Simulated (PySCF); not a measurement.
C₂H₇ClOSi₂, SMILES O[SiH2]/C(Cl)=C/[SiH3].

Geometry optimised at r2SCAN-D4/def2-SVP. The structure was generated by enumeration; whether it is a known compound was not checked. One conformer was computed; it need not be the lowest.

The numbers are results of TDA-PBE/def2-SVPD run with PySCF 2.14.0, not measurements.

Vertical excitations. The molecule is in vacuum.

Computed excitation energies, oscillator strengths and character:
```csv
state,energy (eV),λ (nm),f,main pairs
S1,5.00,248,0.002,HOMO−1→LUMO 96 %
S2,5.40,229,0.005,HOMO−2→LUMO 97 %
S3,5.56,223,0.178,"HOMO→LUMO 68 %, HOMO→LUMO+1 11 %"
S4,5.88,211,0.018,HOMO→LUMO+1 82 %
S5,5.94,209,0.029,HOMO−3→LUMO 88 %
S6,6.17,201,0.009,HOMO−5→LUMO 81 %
S7,6.28,197,0.039,"HOMO→LUMO+2 43 %, HOMO−4→LUMO 27 %, HOMO−1→LUMO+1 25 %"
S8,6.33,196,0.041,"HOMO−4→LUMO 51 %, HOMO−1→LUMO+1 20 %, HOMO−5→LUMO 9 %"
S9,6.37,195,0.034,"HOMO→LUMO+2 41 %, HOMO−1→LUMO+1 38 %"
S10,6.51,190,0.011,HOMO→LUMO+3 91 %
T1,3.72,333,0,HOMO→LUMO 97 %
T2,4.62,268,0,HOMO−1→LUMO 98 %
T3,5.27,235,0,HOMO−2→LUMO 99 %
T4,5.50,225,0,HOMO→LUMO+1 98 %
```
Triplets are in the Tamm–Dancoff approximation.
